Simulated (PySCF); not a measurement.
Species: 4-fluorobenzenesulfonic acid, C6H5FO3S.
Geometry (PBE0-D3(BJ)/def2-SVP, Å), atoms numbered from 1 in this order:
```xyz
16
C6H5FO3S angstrom
O      2.734    1.041    1.584
S      2.308   -0.070    0.765
O      2.677   -1.447    1.047
O      2.842    0.265   -0.731
C      0.555    0.017    0.569
C     -0.168   -1.157    0.359
C     -1.547   -1.085    0.195
C     -2.166    0.160    0.248
F     -3.481    0.230    0.092
C     -1.450    1.334    0.469
C     -0.073    1.261    0.634
H      3.014   -0.578   -1.178
H      0.353   -2.116    0.343
H     -2.153   -1.978    0.034
H     -1.983    2.285    0.515
H      0.520    2.157    0.827
```

The calculation used PySCF 2.14.0, PBE0-D3(BJ)/def2-SVP geometry optimisation, gas phase.

Masses are those of the commonest isotopes; rigid-rotor values at the optimised geometry. The values belong to one conformer with, in the numbering `[O:1]=[S:2](=[O:3])([OH:4])[c:5]1[cH:6][cH:7][c:8]([F:9])[cH:10][cH:11]1`, O1–S2–O4–H 150°, O1–S2–C5–C6 -152°.

Problem. What are A, B and C (MHz)?

Solution. Ia = 193.45, Ib = 918.03, Ic = 1009.08 u·Å²; 505379 MHz·u·Å²/I gives A = 2612, B = 550.5, C = 500.8 MHz.

Problem. What kind of rotor is it?

Solution. A near-prolate asymmetric top. Ray's parameter κ = (2B − A − C)/(A − C) = -0.953; −1 is the prolate and +1 the oblate limit.

Problem. What does the inertial defect say?

Solution. Not planar: Δ = Ic − Ia − Ib = -102.40 u·Å². For a rigid frame Δ = −2 Σ m c², so Σ m c² = 51.20 u·Å² lies off the ab plane: 3.34 from hydrogen and 47.86 from heavier atoms. The atom farthest from that plane is 1.81 Å away.

Problem. Give the other two planar moments, Paa and Pbb, and the rms extents of the mass along the axes.

Solution. Paa = Σ m a² = (Ib + Ic − Ia)/2 = 866.83 and Pbb = Σ m b² = (Ia + Ic − Ib)/2 = 142.25 u·Å². With the mass M = 175.99 u, the rms extents √(P/M) along a, b and c are 2.22, 0.90, 0.54 Å.

Problem. List the rotational levels J(Ka,Kc) to J = 5 (MHz).

Solution. Above 0(0,0):
J = 1: 1(0,1) 1051, 1(1,1) 3113, 1(1,0) 3163
J = 2: 2(0,2) 3153, 2(1,2) 5166, 2(1,1) 5315, 2(2,1) 11501, 2(2,0) 11502
J = 3: 3(0,3) 6304, 3(1,3) 8245, 3(1,2) 8543, 3(2,2) 14655, 3(2,1) 14659, 3(3,1) 25089, 3(3,0) 25089
J = 4: 4(0,4) 10500, 4(1,4) 12349, 4(1,3) 12846, 4(2,3) 18860, 4(2,2) 18873, 4(3,2) 29296, 4(3,1) 29296, 4(4,1) 43902, 4(4,0) 43902
J = 5: 5(0,5) 15739, 5(1,5) 17478, 5(1,4) 18223, 5(2,4) 24114, 5(2,3) 24145, 5(3,3) 34556, 5(3,2) 34556, 5(4,2) 49161, 5(4,1) 49161, 5(5,1) 67939, 5(5,0) 67939
The levels of one J sum to (2J + 1)J(J + 1)(A + B + C)/3.

Problem. Predict some low-J microwave lines.

Solution. The dipole components are |μa| = 2.66 D, |μb| = 1.17 D, |μc| = 2.11 D. The squared components, which scale the intensities, stand as 1.00 : 0.19 : 0.63 (a : b : c). Some lines, for components of 0.1 D or more:

| type | branch | J(Ka,Kc) | MHz | lower level (cm⁻¹) |
| --- | --- | --- | --- | --- |
| c | Q | 4(1,4) ← 4(0,4) | 1849 | 0.350 |
| a | R | 2(1,2) ← 1(1,1) | 2053 | 0.104 |
| a | R | 2(0,2) ← 1(0,1) | 2102 | 0.035 |
| a | R | 3(1,3) ← 2(1,2) | 3079 | 0.172 |
| b | R | 3(1,3) ← 2(0,2) | 5092 | 0.105 |
| c | Q | 4(2,3) ← 4(1,3) | 6014 | 0.428 |
| c | Q | 3(2,2) ← 3(1,2) | 6112 | 0.285 |
| b | Q | 3(2,1) ← 3(1,2) | 6116 | 0.285 |
| c | Q | 2(2,1) ← 2(1,1) | 6186 | 0.177 |
| b | Q | 4(2,3) ← 4(1,4) | 6510 | 0.412 |
| c | R | 2(2,0) ← 1(1,0) | 8339 | 0.106 |
| c | R | 3(2,2) ← 2(1,2) | 9489 | 0.172 |
| c | R | 4(2,2) ← 3(1,2) | 10330 | 0.285 |
| c | Q | 3(3,1) ← 3(2,1) | 10430 | 0.489 |
| b | Q | 4(3,2) ← 4(2,3) | 10437 | 0.629 |
| c | R | 3(3,1) ← 2(2,1) | 13588 | 0.384 |
| b | Q | 4(4,1) ← 4(3,2) | 14606 | 0.977 |
| b | R | 4(3,1) ← 3(2,2) | 14641 | 0.489 |
| b | R | 4(4,0) ← 3(3,1) | 18813 | 0.837 |

Problem. Estimate the classical rotational partition function at 200 K, 298.15 K and 500 K.

Solution. Point group C1, symmetry number σ = 1; q = (√π/σ)·√((kT/h)³/(ABC)), k/h = 20836.6 MHz/K: 562000 at 200 K, 1020000 at 298.15 K, 2220000 at 500 K.

PBE0-D3(BJ)/def2-SVP frequencies: not computed here. Zero-point vibration and centrifugal distortion are left out.
